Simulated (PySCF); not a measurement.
Species: C₄H₅ClF₂O₂.
Cartesian coordinates in Å at the PBE0-D3(BJ)/def2-SVP level; atoms count from 1:
```xyz
14
C4H5ClF2O2 angstrom
F      1.875   -0.431    0.556
C      0.978   -0.739   -0.434
O      0.808    0.323   -1.282
C      0.207    1.447   -0.678
O     -1.039    1.155   -0.146
C     -0.962    0.168    0.842
C     -0.346   -1.096    0.263
F     -0.119   -1.989    1.250
Cl    -1.425   -1.822   -0.950
H      1.369   -1.589   -1.015
H      0.067    2.186   -1.474
H      0.883    1.842    0.106
H     -1.974   -0.038    1.216
H     -0.319    0.483    1.688
```

The closed-shell ground state was solved at several levels (PySCF, density fitting, gas phase, non-relativistic).

```
         level  basis functions  total energy (Eh)  HOMO (eV)  LUMO (eV)  gap (eV)  dipole (D)
 PBE0/pcSseg-1              185          -965.0070      -8.38       0.36      8.74        1.43
B97-2/pcSseg-1              185          -965.5461      -8.11       0.28      8.39        1.43
```

Question: What might CAM-B3LYP/def2-SVPD (239 basis functions) give for the same quantities?

Answer: Total energy -965.1097 Eh, HOMO -9.94 eV, LUMO 1.05 eV, gap 10.99 eV, dipole 1.41 D.

Question: Over all these levels, which gives the widest orbital gap and which the narrowest?

Answer: CAM-B3LYP/def2-SVPD (range-separated hybrid) has the widest, 10.99 eV, and B97-2/pcSseg-1 (global hybrid, 21 % exact exchange) the narrowest, 8.39 eV. Functional and basis both differ between the two, so the spread mixes both effects.

Question: How far do the dipole and the HOMO energy spread over the levels?

Answer: The dipole runs from 1.41 to 1.43 D (mean 1.43 D) and the HOMO from -9.94 to -8.11 eV.

One conformer stands for the species.
